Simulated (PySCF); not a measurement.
## Structure from 2D NMR

Compound of formula C₈H₆FN. Correlations simulated from computed shifts and the bond graph:

HSQC (one-bond C–H):
| δH | δC |
| --- | --- |
| 7.74 | 137.0 |
| 7.38 | 121.2 |
| 7.37 | 130.0 |
| 7.29 | 122.3 |
| 3.45 | 25.2 |

COSY cross peaks (H two or three bonds apart, from the bond graph; peaks can be absent where the dihedral angle is near 90°):
| δH | δH |
| --- | --- |
| 7.74 | 7.38 |
| 7.74 | 7.37 |

HMBC (two and three bonds, from the bond graph):
| δH | δC |
| --- | --- |
| 7.74 | 173.5, 140.6, 130.0, 121.2 |
| 7.38 | 173.5, 137.0, 130.0, 122.3 |
| 7.37 | 140.6, 137.0, 122.3, 121.2, 25.2 |
| 7.29 | 173.5, 140.6, 130.0, 121.2, 25.2 |
| 3.45 | 140.6, 130.0, 122.3, 121.8 |

Carbons without hydrogens: δ 173.5, 140.6, 121.8.

[PySCF 2.14: σ from GIAO-PBE0/pcSseg-1; GFN2-xTB structure; no solvent model; non-relativistic; one conformer; fast rotation and ring inversion assumed for equivalent nuclei]

Scale: 1H and 13C against TMS (reference shieldings calculated alike).

Exchangeable hydrogens are left out of these lists.

Q: Which molecule is this?

A: SMILES N#CCc1cccc(F)c1.

Mapped SMILES: `[N:1]#[C:2][CH2:3][c:4]1[cH:5][cH:6][cH:7][c:8]([F:9])[cH:10]1`. Hydrogens are named by the atom that carries them.

1. δC 173.5 is C8, an aromatic carbon bearing fluorine.
2. δC 140.6 is C4, a substituted aromatic carbon.
3. δC 137.0 is C6, an aromatic CH (δH 7.74).
4. δC 130.0 is C5, an aromatic CH (δH 7.37).
5. δC 122.3 is C10, an aromatic CH (δH 7.29).
6. δC 121.8 is C2, a nitrile carbon.
7. δC 121.2 is C7, an aromatic CH (δH 7.38).
8. δC 25.2 is C3, an sp3 CH2 on an aromatic ring (δH 3.45).
9. HMBC from δH 7.74 reaches the proton-free carbons C8, C4.
10. HMBC from δH 7.38 reaches the proton-free carbon C8.
11. HMBC from δH 7.37 reaches the proton-free carbon C4.
12. HMBC from δH 7.29 reaches the proton-free carbons C8, C4.
13. COSY links 7.74–7.38, 7.74–7.37.

This is the structure that produced the data.

Shifts are as computed. Against solution values, carbons near 30 ppm lie about +3 ppm off and those near 130 ppm about +5 ppm. Of 1211 compounds with measured shifts, 218 miss one by over three times the rms of a fit or turn the order of signals round; such compounds aren't used in these exercises.
